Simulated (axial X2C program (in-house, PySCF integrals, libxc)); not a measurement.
Which molecule has these constants?

Calculated with an axial X2C code built on PySCF integrals, spin-free (one-electron X2C) or two-component (2c: spin–orbit coupling with atomic mean-field Coulomb and Gaunt terms, which also bring small scalar terms), in Dyall basis sets with cores contracted in-house; open shells are unrestricted.

A two-component PBE0 calculation in a Dyall 3-zeta basis gave Re = 1.835 Å, ωe = 877.3 cm⁻¹, De = 3.33 eV, Ω = 3/2.

Task: Which molecule is it?
A. BeS⁺
B. BeO⁺
C. BeSe⁺

Result: A. The others have BeSe⁺ 1.962 Å and 740.6 cm⁻¹ (Ω = 3/2); BeO⁺ 1.415 Å and 1288.9 cm⁻¹ (Ω = 3/2).

Each entry is the lowest single determinant of a limited PBE0 search at one distance. De goes to single-determinant-based atoms at the same level (for ions the charge split of lowest energy) and is withheld (n/a) where an atom does not fit its ground term or J level. Main or longest-lived isotopes. Some light 2c atoms are not at their ground J level, so De misses part of their lowering (0.04 eV or less). The functionals have no current term, which raises determinants with orbital currents.
